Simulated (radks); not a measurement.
Species: the fluorine ion F2+. Configuration: [He] 2s2 2p3.

All-electron calculation, non-relativistic Kohn-Sham, LB94 model potential, spin-polarised, spherical densities, point nucleus; open shells are filled with parallel spins first. Program: a radial shooting solver on a logarithmic mesh with Libxc functionals.

Energy parts (hartree):
| part | energy |
|---|---|
| kinetic | 98.02721 |
| electron-nucleus | -224.26342 |
| Hartree | 37.84072 |
(The LB94 potential has no energy functional, so no total or exchange-correlation energy is given.)

Orbitals (lengths in bohr, moments of r in powers of bohr; r(max) is where P^2 peaks):
orbital  occ.  eigenvalue (hartree)    <r^2>     <r^4>  r(max)
1s up       1             -27.14820  0.04143  0.004438  0.1147
1s down     1             -27.23069  0.04131  0.004384  0.1149
2s up       1              -2.89576   0.9988     1.817  0.7351
2s down     1              -2.64791    1.058     2.078  0.7455
2p up       3              -2.22360   0.9683     2.020  0.6398
2p down     0              -2.00527    1.034     2.383  0.6378

The highest occupied level is 2p up at -60.507 eV. The electron density at the nucleus is 453.2 e/bohr^3. Spin moment in Bohr magnetons: 3.
